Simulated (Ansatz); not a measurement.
**Ligand exchange: InH2Cl + C2H4S → InH2(SH) + C2H3Cl**

Species: InH2Cl `[Cl][InH2]`, singlet; C2H4S `C=CS`, singlet; InH2(SH), singlet; C2H3Cl `C=CCl`, singlet. The partners trade Cl for SH: In–Cl and C–SH bonds give way to In–SH and C–Cl.

Shapes, held fixed at every level: PBE0-D4/def2-TZVP. Flexible molecules stand in one conformer, not always the lowest. Programs: Ansatz 0.2.0. Electronic energies: no zero-point or thermal term.

(1) Estimate ΔE of this reaction.

Results:

(1) The highest level, CCSD(T)/def2-TZVPP, gives ΔE = +41.6 kJ/mol; the levels span +40.3 to +45.5. The column of differences is taken from that level and isn't an error. No measured value is set beside it here. For atoms past krypton def2 sets carry core potentials with scalar relativity. Outer-core shells of In are correlated in most correlated rows, in sets that cover them unevenly.

```csv
level,kind,ΔE (kJ/mol),less CCSD(T)/def2-TZVPP
PBE-D4/def2-TZVPP,GGA,+40.3,-1.3
r2SCAN-D4/def2-TZVPP,meta-GGA,+45.3,+3.7
PBE0-D4/def2-TZVPP,global hybrid,+43.1,+1.5
wB97X-V/def2-TZVPP,range-separated hybrid,+45.5,+3.9
B2PLYP/def2-TZVPP,double hybrid,+44.6,+3.0
MP2/def2-TZVPP,perturbation theory,+42.2,+0.6
CCSD/def2-TZVPP,coupled cluster or CI,+43.4,+1.8
CCSD(T)/def2-TZVPP,coupled cluster or CI,+41.6,0.0
```
